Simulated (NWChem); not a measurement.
**Relativistic effects in stibine (H$_{3}$Sb)**

```
Sb
H 1 1.7236
H 1 1.7236 2 91.18
H 1 1.7237 2 91.18 3 -91.21
```
Charge 0, spin multiplicity 1.

Everything below was run with NWChem. The geometry was optimised at B3LYP/def2-SVP with def2 effective core potentials on Sb, a minimum by its harmonic frequencies.

Functional PBE, all-electron basis x2c-SVPall-2c, contracted for the X2C Hamiltonian and used here with ZORA. The ion keeps the geometry and has multiplicity 2 in the scalar run; the spin-orbit run starts from the same electron counts.

Costs are rough ratios of processor time within this set of runs, SCF included, with scalar ZORA as 1.

No SCF solution was tested for a lower state.

| Hamiltonian | ΔSCF ionisation energy (eV) | HOMO (eV) | LUMO (eV) | gap (eV) | relative cost |
|---|---|---|---|---|---|
| scalar ZORA | 9.85 | -6.39 | -0.67 | 5.72 | 1 |
| spin-orbit ZORA | 9.83 | -6.38 | -0.78 | 5.60 | under 3 |

From scalar ZORA to spin-orbit ZORA the ionisation energy shrinks by 0.01 eV.
